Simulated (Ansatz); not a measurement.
Bonds to the group Y in Y-Sn(OH)3. Gas-phase values, no solvent. Each species was relaxed from one start; no search for lower structures was made at this level. In the def2 sets, heavy atoms carry core potentials. Strings in code marks are SMILES.

All values below come from PBE-D3(BJ)/def2-TZVP // PBE0-D3(BJ)/def2-SVP in Ansatz (a first-principles code). 

```csv
species,vertical ionisation energy (Delta-SCF) (eV),HOMO (eV)
Y = ethyl (`C[CH2][Sn]([OH])([OH])[OH]`),(withheld),-6.61
Y = isopropyl (`C[CH](C)[Sn]([OH])([OH])[OH]`),9.04,-6.45
Y = n-butyl (`[OH][Sn]([OH])([OH])[CH2]CCC`),9.10,(withheld)
Y = tert-butyl (`C[C]([Sn]([OH])([OH])[OH])(C)C`),(withheld),-6.32
Y = phenyl (`[OH][Sn]([OH])([OH])[c]1ccccc1`),9.03,-6.71
Y = trifluoromethyl,10.04,-7.23
Y = cyclopentyl (`[OH][Sn]([OH])([OH])[CH]1CCCC1`),9.02,(withheld)
Y = but-3-enyl,8.80,-6.46
```

Problem. Fill in the missing entries.

Solution. 
- Y = ethyl (`C[CH2][Sn]([OH])([OH])[OH]`), vertical ionisation energy (Delta-SCF) (eV): 9.33
- Y = n-butyl (`[OH][Sn]([OH])([OH])[CH2]CCC`), HOMO (eV): -6.57
- Y = tert-butyl (`C[C]([Sn]([OH])([OH])[OH])(C)C`), vertical ionisation energy (Delta-SCF) (eV): 8.82
- Y = cyclopentyl (`[OH][Sn]([OH])([OH])[CH]1CCCC1`), HOMO (eV): -6.49
